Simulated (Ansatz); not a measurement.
C6H10O3, SMILES `CCC(=O)OC(=O)CC` at its PBE0-D4/def2-TZVP geometry, where that method's forces vanish. Charge 0, multiplicity 1.

```xyz
19

C    -1.1662    2.3554    0.5904
C     0.3570    2.2691    0.5871
C     0.8304    0.9400    1.0879
O     1.4123    0.7233    2.1006
O     0.5367   -0.0551    0.1699
C     0.2062   -1.3248    0.5958
O    -0.3070   -1.5373    1.6476
C     0.5243   -2.3360   -0.4639
C    -0.1486   -2.0435   -1.7997
H    -1.6044    1.5991   -0.0625
H    -1.4876    3.3364    0.2375
H    -1.5641    2.2094    1.5962
H     0.7356    2.4079   -0.4297
H     0.7975    3.0328    1.2278
H     0.2236   -3.3080   -0.0729
H     1.6121   -2.3429   -0.5898
H    -1.2356   -2.0269   -1.6960
H     0.1710   -1.0814   -2.2011
H     0.1067   -2.8175   -2.5251
```

Question: What forces (eV/Å) does ωB97M-V/def2-TZVPP give on these atoms in the Gaussian-basis code of Ansatz? (An estimate is asked.)

Answer: The calculation gave: 
```
C1  -0.189  0.016  0.004
C2   0.136  0.202 -0.082
C3  -0.004  0.070  0.069
O4   0.062 -0.053  0.105
O5  -0.002  0.044 -0.208
C6  -0.009 -0.093  0.016
O7  -0.059  0.010  0.127
C8   0.166 -0.209  0.026
C9  -0.091  0.042 -0.168
H10  0.033  0.047  0.043
H11  0.020 -0.082  0.029
H12  0.029  0.009 -0.069
H13 -0.022 -0.018  0.085
H14 -0.034 -0.064 -0.048
H15  0.022  0.079 -0.028
H16 -0.090  0.002  0.018
H17  0.076  0.001 -0.006
H18 -0.022 -0.069  0.030
H19 -0.023  0.065  0.058
```
